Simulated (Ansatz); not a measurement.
In9N9H24, a nanocrystal cut from wurtzite InN (hydrogen-capped), relaxed as a singlet with RKS PBE-D4/def2-SVP in Ansatz, starting from the GFN2-xTB geometry. Force threshold 0.03 eV/Å.

In the def2 sets In takes a core potential; there is no spin–orbit coupling. Single mean-field runs in def2-SVP are fitted with def2-universal-jkfit.

Start:

Cartesian coordinates in Å:
```
In 1.606 -0.306 3.879
N 2.797 1.179 2.688
N 0.097 -0.959 2.479
In -1.135 0.713 1.971
In 2.154 1.502 0.643
N 0.110 2.068 0.815
N -2.585 -0.085 0.615
In -3.933 1.500 0.036
In -0.504 2.369 -1.201
N -2.592 2.931 -1.056
In 1.062 -1.957 0.851
N 2.169 -0.436 -0.237
N -0.542 -2.568 -0.424
In -1.821 -1.016 -1.151
In 1.521 -0.093 -2.234
N -0.534 0.447 -2.113
In 0.283 -3.630 -2.114
N 1.513 -2.061 -3.146
H 0.845 0.659 5.042
H 2.693 -1.585 4.097
H 2.783 2.068 3.190
H 3.773 0.877 2.690
H -0.503 -1.647 2.943
H -1.745 1.606 3.271
H 3.099 2.629 -0.192
H 0.067 2.969 1.298
H -3.117 -0.795 1.126
H -4.354 2.356 1.434
H -4.934 0.901 -1.192
H 0.440 3.500 -2.032
H -2.665 3.841 -0.599
H -2.973 3.064 -1.995
H 2.176 -3.158 1.272
H 3.139 -0.763 -0.266
H -1.127 -3.214 0.112
H -2.968 -1.478 -2.305
H 2.470 1.030 -3.069
H -0.890 0.552 -3.068
H 1.449 -4.708 -1.526
H -0.977 -3.912 -3.209
H 2.472 -2.406 -3.212
H 1.181 -1.985 -4.109
```

| step | energy (eV) | largest force component (eV/Å) | SCF passes |
| --- | --- | --- | --- |
| 1 | -60347.0486 | 0.670 | 22 |
| 2 | -60347.8276 | 0.313 | 25 |
| 3 | -60347.9779 | 0.111 | 20 |
| 4 | -60347.9886 | 0.040 | 20 |
| 5 | -60347.9903 | 0.014 | 21 |

Force components are those of the run's own axes.

End:

```xyz
42

In    1.647   -0.354    4.073
N     2.820    1.141    2.820
N     0.189   -0.885    2.481
In   -1.130    0.795    2.001
In    2.268    1.568    0.710
N     0.153    2.111    0.771
N    -2.580    0.018    0.559
In   -4.133    1.531    0.062
In   -0.565    2.491   -1.257
N    -2.729    2.947   -1.035
In    1.146   -1.973    0.841
N     2.203   -0.382   -0.273
N    -0.472   -2.546   -0.516
In   -1.842   -0.998   -1.233
In    1.593   -0.133   -2.356
N    -0.488    0.495   -2.142
In    0.268   -3.821   -2.181
N     1.499   -2.192   -3.186
H     0.852    0.636    5.270
H     2.761   -1.678    4.294
H     2.822    2.040    3.327
H     3.809    0.848    2.828
H    -0.432   -1.583    2.929
H    -1.793    1.657    3.363
H     3.356    2.748    0.026
H     0.125    3.032    1.242
H    -3.098   -0.713    1.078
H    -4.562    2.406    1.509
H    -5.162    0.903   -1.198
H     0.235    3.766   -2.140
H    -2.805    3.873   -0.586
H    -3.112    3.096   -1.981
H     2.239   -3.248    1.306
H     3.189   -0.693   -0.318
H    -1.068   -3.182    0.043
H    -3.056   -1.520   -2.369
H     2.612    0.876   -3.350
H    -0.832    0.618   -3.110
H     1.465   -4.930   -1.565
H    -1.037   -4.111   -3.303
H     2.468   -2.537   -3.267
H     1.179   -2.117   -4.164
```

By distances, no bond broke or formed. The bond that changes most is N13–In17, from 2.16 to 2.22 Å (atoms count from 1).

No frequencies were taken in this run, so the end may be a saddle point.

Run time 30 s (2 threads of AMD EPYC 7R13 on a shared host and a share (18 GiB) of an NVIDIA H100 80GB HBM3).
